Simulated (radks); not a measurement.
All-electron atom: Yb13+ in [Kr] 4d10 4f10 5s1.

Calculated with a radial shooting solver on a logarithmic mesh with Libxc functionals: Dirac Kohn-Sham, PBE, spin-unpolarised, spherical densities, finite nucleus; open shells fill j = l - 1/2 first; Fermi nuclear charge, rms radius 5.3108 fm.

Energy parts (hartree):
part                       energy
total                 -14018.9296
kinetic                15574.5924
electron-nucleus      -34241.5147
Hartree                 4932.9295
exchange-correlation    -284.9367

Orbitals (lengths in bohr, moments of r in powers of bohr; r(90%) holds 90 % of the orbital's charge):
orbital	occ.	eigenvalue (hartree)	<r>	r(90%)	<r^4>
1s1/2	2	-2257.273	0.01966	0.0357	7.560e-07
2s1/2	2	-390.4770	0.08275	0.129	0.0001156
2p1/2	2	-372.9624	0.06872	0.114	0.00007037
2p3/2	4	-334.4784	0.07622	0.124	0.00009807
3s1/2	2	-95.68357	0.2162	0.318	0.004339
3p1/2	2	-87.94192	0.2060	0.310	0.003869
3p3/2	4	-79.77016	0.2200	0.329	0.004950
3d3/2	4	-66.57661	0.1934	0.301	0.003435
3d5/2	6	-64.79100	0.1978	0.307	0.003705
4s1/2	2	-26.59522	0.4844	0.695	0.1014
4p1/2	2	-23.44656	0.4909	0.713	0.1114
4p3/2	4	-21.55656	0.5214	0.756	0.1409
4d3/2	4	-16.35076	0.5395	0.805	0.1781
4d5/2	6	-15.99750	0.5495	0.820	0.1911
4f5/2	6	-9.51830	0.6012	0.960	0.3548
4f7/2	4	-9.45273	0.6066	0.968	0.3663
5s1/2	1	-10.26049	1.029	1.45	1.914

The highest occupied level is 4f7/2 at -257.22 eV. For comparison, the ionisation energy in NIST's Atomic Spectra Database is 301 eV (theoretical). In exact Kohn-Sham theory the highest level is minus the ionisation energy, but local and semilocal functionals leave it too shallow, through self-interaction and a potential that decays too fast; potentials with the right tail come closer. Summed over all electrons, <r^2> = 12.22 bohr^2, which gives a Langevin (diamagnetic) susceptibility term of -9.68 x 10^-6 cm^3/mol. The electron density at the nucleus is 1.026e+06 e/bohr^3.

Beside tabulated values, note that spin-unpolarised runs miss the spin-polarisation part of the exchange energy of open shells.
